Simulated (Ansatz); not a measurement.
C₂H₅BrSn (`C=[CH][SnH2][Br]`): the same geometry under several functionals.

```yaml
crystal:
  periodic: [false, false, false]
  atoms:
    - {symbol: C, position_ang: [-0.823034, 0.673191, -1.242204]}
    - {symbol: C, position_ang: [-0.195508, 0.905542, -0.097694]}
    - {symbol: Sn, position_ang: [0.716650, -0.634423, 1.034147]}
    - {symbol: Br, position_ang: [0.304632, -2.724938, -0.251966]}
    - {symbol: H, position_ang: [-0.904084, -0.324573, -1.664128]}
    - {symbol: H, position_ang: [-1.285696, 1.477265, -1.809078]}
    - {symbol: H, position_ang: [-0.137607, 1.920429, 0.289410]}
    - {symbol: H, position_ang: [2.409254, -0.474188, 1.158853]}
    - {symbol: H, position_ang: [0.003893, -0.864705, 2.565560]}
basis:
  gaussian: {orbitals: def2-TZVPP}
hamiltonian: {xc: {name: B3LYP}, dispersion: d4}
output: {forces: true, orbitals: {seedname: orbitals}}
```

```sh
$ ansatz run in.yaml --threads 4 --pin off --events-out ev --progress --plain
```

Output, abridged:

```
Functional definition: B3LYP
1500 factors; their error is unknown
mean field evaluation 1: about -78029.2274 eV, gradient 5.6e1 eV
mean field evaluation 2: about -78019.8936 eV, gradient 7.8e1 eV
mean field evaluation 4: about -78036.8018 eV, gradient 4.6e0 eV
mean field evaluation 8: about -78037.2476 eV, gradient 5.2e-1 eV
mean field evaluation 16: about -78037.2480 eV, gradient 7.0e-5 eV
mean field -78037.24795695 eV, -2867.8159668713 hartree, gradient 1.9e-5 eV, S^2 0.000000; 0 other end points of the search recorded, 0 dependent functions left out
reference -78037.24824475 eV, -2867.8159774481 hartree; 37, 37 occupied and 193, 193 virtual orbitals, 1500 factors
Total energy: -78037.60631933 eV, -2867.8291364460 hartree
Atom 0 at    -0.823034     0.673191    -1.242204 Å, force    -0.072582    -0.015637    -0.127034 eV/Å
Atom 1 at    -0.195508     0.905542    -0.097694 Å, force    -0.057053     0.225472    -0.034921 eV/Å
Atom 2 at     0.716650    -0.634423     1.034147 Å, force     0.113186     0.068338     0.212644 eV/Å
Atom 3 at     0.304632    -2.724938    -0.251966 Å, force    -0.044642    -0.253235    -0.146698 eV/Å
Atom 4 at    -0.904084    -0.324573    -1.664128 Å, force    -0.005987     0.095201     0.017075 eV/Å
Atom 5 at    -1.285696     1.477265    -1.809078 Å, force     0.027141    -0.063259     0.027157 eV/Å
Atom 6 at    -0.137607     1.920429     0.289410 Å, force    -0.002127    -0.068196    -0.022647 eV/Å
Atom 7 at     2.409254    -0.474188     1.158853 Å, force     0.064860     0.012852     0.011983 eV/Å
Atom 8 at     0.003893    -0.864705     2.565560 Å, force    -0.022797    -0.001535     0.062441 eV/Å
Dipole moment:    -0.007787     0.524532     0.132581 e Å
```

Hardware: 4 threads of a server CPU on a shared host. Wall time 4.9 s, peak host memory 0.71 GiB.

Changing it to `hamiltonian: {xc: hse06, dispersion: d4}` and no forces (abridged; 3.4 s):

```
Functional definition: HSE06
mean field evaluation 16: about -78023.5811 eV, gradient 4.2e-5 eV
mean field -78023.58114188 eV, -2867.3137206814 hartree, gradient 4.2e-5 eV, S^2 0.000000
Total energy: -78023.75972355 eV, -2867.3202834368 hartree
```

With the line `hamiltonian: {xc: r2scan, dispersion: d4}` (abridged; 4.5 s):

```
Functional definition: r2SCAN
mean field evaluation 16: about -78034.7436 eV, gradient 7.6e-4 eV
mean field -78034.74355923 eV, -2867.7239319528 hartree, gradient 7.3e-5 eV, S^2 0.000000
Total energy: -78034.79509134 eV, -2867.7258257229 hartree
Atom 0 force    -0.087995    -0.033717    -0.158709 eV/Å
Atom 1 force     0.039986     0.077046     0.089907 eV/Å
Atom 2 force     0.044455     0.001567     0.076427 eV/Å
Atom 3 force    -0.008401    -0.057846    -0.030394 eV/Å
Atom 4 force    -0.001943     0.017927     0.002171 eV/Å
Atom 5 force     0.002754    -0.005408     0.001661 eV/Å
Atom 6 force     0.004580     0.005106     0.009667 eV/Å
Atom 7 force     0.009101    -0.001322     0.001639 eV/Å
Atom 8 force    -0.002537    -0.003353     0.007630 eV/Å
Dipole moment:    -0.009560     0.530414     0.131162 e Å
```

With the line `hamiltonian: {xc: {name: wB97M-V}}` (abridged; 11 s):

```
Functional definition: wB97M-V
mean field evaluation 16: about -78027.8736 eV, gradient 6.5e-5 eV
mean field -78027.87360121 eV, -2867.4714656523 hartree, gradient 6.5e-5 eV, S^2 0.000000
Total energy: -78027.87365610 eV, -2867.4714676692 hartree
Atom 0 force    -0.037630     0.006655    -0.060473 eV/Å
Atom 1 force     0.032932     0.018615     0.061184 eV/Å
Atom 2 force     0.045369    -0.028591     0.069435 eV/Å
Atom 3 force     0.006815     0.054794     0.026978 eV/Å
Atom 4 force     0.010948     0.077772     0.041226 eV/Å
Atom 5 force     0.044226    -0.067721     0.055216 eV/Å
Atom 6 force    -0.023558    -0.072016    -0.060569 eV/Å
Atom 7 force    -0.127605    -0.008958    -0.014592 eV/Å
Atom 8 force     0.048503     0.019451    -0.118404 eV/Å
Dipole moment:    -0.002345     0.529438     0.143251 e Å
```

Changing it to `hamiltonian: {xc: lda}` and no forces (abridged; 1.3 s):

```
Functional definition: SPW92
mean field evaluation 16: about -77907.6301 eV, gradient 1.3e-4 eV
mean field -77907.63009258 eV, -2863.0525982141 hartree, gradient 7.0e-5 eV, S^2 0.000000
Total energy: -77907.63013606 eV, -2863.0525998118 hartree
```

The same input with `hamiltonian: {xc: {name: wB97X-V}}` and no forces (abridged; 7 s):

```
Functional definition: wB97X-V
mean field evaluation 16: about -78026.8286 eV, gradient 3.3e-5 eV
mean field -78026.82864062 eV, -2867.4330640589 hartree, gradient 3.3e-5 eV, S^2 0.000000
Total energy: -78026.82863840 eV, -2867.4330639771 hartree
```

B3LYP takes the VWN-RPA correlation (the form of Gaussian; ORCA's B3LYP/G).

HSE06 is the plane-wave form, built on full-range PBE exchange.
